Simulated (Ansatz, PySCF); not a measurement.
This PySCF input computes a SVWN5/def2-TZVPD energy:

```python
from pyscf import gto, scf, dft

mol = gto.M(
    atom='''
    C     1.06085905   -0.42805695    0.10006768
    N     0.05980472    0.40121170    0.30230693
    C    -1.09733299    0.18336432   -0.28443987
    H     2.00738854   -0.23630265    0.58947749
    H     0.97173244   -1.30615331   -0.54587194
    H    -1.26660063   -0.67202789   -0.94465758
    H    -1.91230969    0.87415778   -0.10886333
    ''',
    basis='def2-tzvpd',
    charge=0,
    spin=1,
    verbose=4,
)

mf = dft.UKS(mol, xc='svwn').density_fit(auxbasis='def2-universal-jkfit')
mf.grids.level = 3
mf.conv_tol = 1e-9
mf.max_cycle = 100
mf.max_memory = 1500
mf.kernel()
if not mf.converged:
    mf = mf.newton()
    mf.kernel(mf.make_rdm1())
for _ in range(2):
    mo, _, stable, _ = mf.stability(return_status=True)
    if stable:
        break
    mf.kernel(mf.make_rdm1(mo, mf.mo_occ))
mf.analyze()
```

Q: Write an input for the same energy in Ansatz (a program for electronic structure) and say what it gives.

A: 
Ansatz 0.2 input:
```yaml
crystal:
  periodic: [false, false, false]
  atoms:
    - {symbol: C, position_ang: [1.06085905, -0.42805695, 0.10006768]}
    - {symbol: N, position_ang: [0.05980472, 0.40121170, 0.30230693]}
    - {symbol: C, position_ang: [-1.09733299, 0.18336432, -0.28443987]}
    - {symbol: H, position_ang: [2.00738854, -0.23630265, 0.58947749]}
    - {symbol: H, position_ang: [0.97173244, -1.30615331, -0.54587194]}
    - {symbol: H, position_ang: [-1.26660063, -0.67202789, -0.94465758]}
    - {symbol: H, position_ang: [-1.91230969, 0.87415778, -0.10886333]}
basis:
  gaussian:
    orbitals: def2-TZVPD
hamiltonian:
  xc: {name: SVWN5}
magnetization: {spin_polarized: true, initial_magnetization: 1}
output: {forces: true}
```
It gives -132.15154 Eh, and PySCF -132.15160 Eh, a difference of 0.06 mEh, from the treatment of integrals and grids.

It need not be the lowest isomer of its formula.
